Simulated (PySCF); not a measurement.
PySCF 2.14 output of an unrestricted LDA calculation on a single atom or ion in aug-cc-pVDZ-DK (7s6p4d2f, 59 functions), with the spin-free X2C one-electron Hamiltonian (Gaussian nucleus):

```
SCF conv_tol = 1e-09
number electrons alpha = 12  beta = 9
    P. A. M. Dirac.,  Math. Proc. Cambridge Philos. Soc. 26, 376 (1930)
    F. Bloch.,  Z. Phys. 57, 545 (1929)
    S. H. Vosko, L. Wilk, and M. Nusair.,  Can. J. Phys. 58, 1200 (1980)
cycle= 1 E= -851.351770886061  delta_E= -0.0053  |g|= 0.0187  |ddm|= 1.47
cycle= 2 E= -851.351852646305  delta_E= -8.18e-05  |g|= 0.0136  |ddm|= 0.0744
cycle= 3 E= -851.351962068144  delta_E= -0.000109  |g|= 0.000285  |ddm|= 0.0322
cycle= 4 E= -851.351962116265  delta_E= -4.81e-08  |g|= 2.17e-06  |ddm|= 0.000537
cycle= 5 E= -851.351962116269  delta_E= -4.09e-12  |g|= 8.59e-08  |ddm|= 3.49e-05
converged SCF energy = -851.351962116269  <S^2> = 3.7500897  2S+1 = 4.0000449
```

The run itself started from symmetry-adapted Hartree-Fock orbitals and held the occupation by maximum overlap, on a logarithmic radial grid, so the iterations belong to that start.

Q: Which element, charge and spin multiplicity is this?

A: Ti⁺ (titanium, charge +1), multiplicity 4; the state was [Ar] 3d2 4s1, high-spin 4F determinant.
